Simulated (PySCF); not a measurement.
Gas-phase equilibrium of 1 mol H2S, 25 mol SO2 at 800 K and 0.00133 bar, among 21 species (S2O, SO2, O2, O, S2, S6, HO2, H2S2, H2O, H, H2O2, H2S, O3, SO, SH, H2, S8, S, SO3, H2SO4, OH). Only gases are allowed; each row takes one source of thermochemistry for all species, and Cantera finds the minimum.

Computed with PySCF (xtb for GFN2) and rigid-rotor harmonic-oscillator thermochemistry at 1 bar. † marks an energy on the PBE0/def2-TZVP geometry and frequencies; other levels use their own. MP2 freezes the core. Open shells (unrestricted) among the columns below: S2 (multiplicity 3), SO (multiplicity 3); the rest are closed-shell singlets. GFN2 has no spin-polarisation term. B3LYP is the form with VWN-RPA correlation. MP2 isn't extrapolated to the basis-set limit. The harmonic model lacks anharmonicity and excited electronic states, which grow with temperature; levels with a mode under 35 cm⁻¹ are left out.

Molecules larger than those listed are left out.

Mole fractions:

| thermochemistry | x SO2 | x SO | x H2O | x S2 | x H2S | x S2O |
|---|---|---|---|---|---|---|
| B3LYP/def2-TZVP† | 0.93 | 8.0e-5 | 0.038 | 0.028 | 0.00015 | 5.5e-5 |
| GFN2-xTB | 0.94 | 6.9e-10 | 0.033 | 0.013 | 0.0048 | 0.0034 |
| HF/def2-TZVP† | 0.85 | 0.11 | 0.037 | 0.00040 | 8.5e-9 | 3.0e-11 |
| M06-2X/def2-TZVP† | 0.93 | 2.0e-5 | 0.038 | 0.028 | 7.5e-5 | 4.7e-5 |
| MP2/def2-SVP† | 0.93 | 0.00035 | 0.038 | 0.028 | 4.6e-6 | 9.0e-6 |
| ωB97M-V/def2-TZVP† | 0.93 | 8.7e-6 | 0.036 | 0.027 | 0.0016 | 9.2e-5 |
The most sensitive of these is SO: it spans a factor of 10^8.2 over these rows; at this temperature one factor of ten is RT ln 10 = 15 kJ/mol.
